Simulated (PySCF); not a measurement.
F4Te, SMILES F[Te-](F)(F)F, charge -1, multiplicity 2.

Geometry optimised at B3LYP-D3(BJ)/def2-SVPD. The def2 effective core potentials stand for the cores of Te; spin–orbit coupling is left out.

These are PySCF 2.14.0 with B3LYP-D3(BJ)/def2-SVPD values and carry that method's errors.

Frequencies are harmonic and unscaled.

Computed normal modes with their intensities:
```json
[
 {"mode": "1", "ν (cm⁻¹)": "130", "IR (km/mol)": "0.0", "moving atoms (share of kinetic energy)": "F 100 %"},
 {"mode": "2", "ν (cm⁻¹)": "145", "IR (km/mol)": "6.7", "moving atoms (share of kinetic energy)": "F 91 %, Te 9 %"},
 {"mode": "3", "ν (cm⁻¹)": "145", "IR (km/mol)": "4.9", "moving atoms (share of kinetic energy)": "F 87 %, Te 13 %"},
 {"mode": "4", "ν (cm⁻¹)": "226", "IR (km/mol)": "2.5", "moving atoms (share of kinetic energy)": "F 93 %"},
 {"mode": "5", "ν (cm⁻¹)": "283", "IR (km/mol)": "12.7", "moving atoms (share of kinetic energy)": "F 89 %, Te 11 %"},
 {"mode": "6", "ν (cm⁻¹)": "372", "IR (km/mol)": "90.6", "moving atoms (share of kinetic energy)": "F 85 %, Te 15 %"},
 {"mode": "7", "ν (cm⁻¹)": "464", "IR (km/mol)": "16.8", "moving atoms (share of kinetic energy)": "F 98 %"},
 {"mode": "8", "ν (cm⁻¹)": "478", "IR (km/mol)": "326.4", "moving atoms (share of kinetic energy)": "F 75 %, Te 25 %"},
 {"mode": "9", "ν (cm⁻¹)": "526", "IR (km/mol)": "106.3", "moving atoms (share of kinetic energy)": "F 84 %, Te 16 %"}
]
```
